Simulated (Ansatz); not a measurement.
Input file for Ansatz (a program for electronic structure): R-B2PLYP/def2-TZVPP on B2H6.

Ansatz 0.2 input:
```yaml
crystal:
  periodic: [false, false, false]
  atoms:
    - {symbol: B, position_ang: [0.87905028, 0.00000000, 0.00000000]}
    - {symbol: B, position_ang: [-0.87905028, 0.00000000, 0.00000000]}
    - {symbol: H, position_ang: [0.00000000, 0.97419157, -0.00000000]}
    - {symbol: H, position_ang: [-0.00000000, -0.97419157, -0.00000000]}
    - {symbol: H, position_ang: [1.45647349, -0.00000000, 1.03631868]}
    - {symbol: H, position_ang: [1.45647349, -0.00000000, -1.03631868]}
    - {symbol: H, position_ang: [-1.45647349, -0.00000000, 1.03631868]}
    - {symbol: H, position_ang: [-1.45647349, -0.00000000, -1.03631868]}
basis:
  gaussian:
    orbitals: def2-TZVPP
hamiltonian:
  xc: {name: B2PLYP}
magnetization: {spin_polarized: false}
correlation: {electrons: outside_noble_gas}
scf: {lower_state_search: off}
```

Output:

```
WARN ansatz: RAYON_NUM_THREADS=4 ignored (pool sized by the plan → 4); use --threads N
Functional definition: B2PLYP
these checks for a lower state are left out or cut short: stability, starts, cluster_reference, orbital_swaps, neighbouring_geometries, increment
integrals: 0.13 GiB planned
822 factors; integrals over basis functions are off by at most 1.2e-3 eV
mean field: 0.51 GiB planned
mean field evaluation 1: about -1444.5839 eV, gradient 2.1e1 eV
mean field evaluation 2: about -1444.5838 eV, gradient 2.1e1 eV
mean field evaluation 4: about -1446.0434 eV, gradient 8.5e-1 eV
mean field evaluation 8: about -1446.0465 eV, gradient 9.3e-4 eV
mean field -1446.04647188 eV, -53.1412276759 hartree, gradient 1.1e-6 eV, S^2 0.000000; 0 other end points of the search recorded, 0 dependent functions left out
2 core orbitals not correlated
reference -1446.04662237 eV, -53.1412332064 hartree; 6, 6 occupied and 138, 138 virtual orbitals, 822 factors
second order -8.65808450 eV of doubles, -0.00000000 eV of singles
Total energy: -1448.38430518 eV, -53.2271414654 hartree
Checks for a lower state left out: stability, starts, cluster_reference, orbital_swaps, neighbouring_geometries, increment
```

The calculation finished and met its thresholds.

Cost: very roughly 1.5 core-seconds.
